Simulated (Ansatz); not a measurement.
Species: C3H7Si, SMILES `C=[SiH][CH]C` (C–Si–C–C torsion 0°) (charge 0, multiplicity 2).

Problem. Give a relaxed geometry from Ansatz (a first-principles code) with PBE0-D3(BJ)/def2-TZVP.

Solution. One answer among several that fit: the end point of this relaxation, one of several conformers (outside a Z-matrix the atoms follow the SMILES, hydrogens last).
Z-matrix (Å, degrees):
```
C
H 1 1.0880
C 1 1.4879 2 116.01
H 3 1.0911 1 112.66 2 -179.92
H 3 1.0966 4 107.78 1 -122.86
H 3 1.0966 4 107.78 5 -114.29
Si 1 1.7667 2 117.89 3 -179.99
C 7 1.7403 1 123.97 2 179.98
H 8 1.0840 7 122.08 1 -179.97
H 8 1.0841 9 115.22 7 -180.00
H 7 1.4789 8 119.20 9 0.03
```
